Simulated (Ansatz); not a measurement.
Reactions of `[CH3][In]([OH])[F]`.

Calculated with Ansatz (gas phase, PBE0-D4/def2-TZVP geometries, no zero-point term in ΔE). CCSD(T)/CBS is the MP2 limit (def2-TZVPP, def2-QZVPP) plus CCSD(T) − MP2 in def2-TZVPP, frozen cores. This one scheme is used for every species, atoms too. DFT in def2-TZVPP. B3LYP here is the variant with VWN-RPA as its local correlation; programs differ in this. No spin–orbit coupling; open shells (•) take unrestricted orbitals. Spin–orbit coupling would lower the free atoms: a little for F. def2 core potentials past Kr. For Br, In outer-core shells are correlated without core-valence functions, so the limit isn't a true one: a few kJ/mol of doubt a bond, and 10 to 20 or more in all where bonds break to atoms. Scalar relativity is left out up to krypton. Each species was taken in one conformer, which may not be the lowest.

```tsv
reaction	B3LYP-D4 (kcal/mol)	PBE0-D4 (kcal/mol)	ωB97M-V (kcal/mol)	CCSD(T)/CBS(def2) (kcal/mol)
`[CH3][In]([OH])[F]` → `[CH3]`• + `[OH][In][F]`•	59.1	62.5	66.0	68.1
`[CH3][In]([OH])[F]` + H–F → `[CH3][In]([F])[F]` + H₂O	-9.7	-9.1	-9.5	-8.0
`[CH3][In]([OH])[F]` + CH₃NH₂ → `C[NH][In]([CH3])[F]` + H₂O	4.5	3.8	4.3	3.1
`[CH3][In]([OH])[F]` → F• + `[CH3][In][OH]`•	109.2	109.8	114.1	117.4
`[CH3][In]([OH])[F]` + `OBS` → `COBS` + `[OH][InH][F]`	17.9	18.8	18.6	20.5
`[CH3][In]([OH])[F]` + HBr → `[OH][In]([F])[Br]` + CH₄	-32.8	-32.7	-32.2	-32.1
`[CH3][In]([OH])[F]` + H₂O → `[CH3][In]([OH])[OH]` + H–F	8.7	8.1	8.4	7.1
`[CH3][In]([OH])[F]` + `CNC` → `C[N](C)[In]([OH])[F]` + CH₄	-3.6	-2.4	-2.7	-4.6
`[CH3][In]([OH])[F]` + CH₄ → `[CH3][In]([CH3])[OH]` + H–F	23.4	20.7	21.9	20.6
`[CH3][In]([OH])[F]` + H–F → `[OH][In]([F])[F]` + CH₄	-13.6	-11.5	-12.8	-11.2
```

Largest T1 diagnostic: 0.021, for `[OH][In][F]`•.
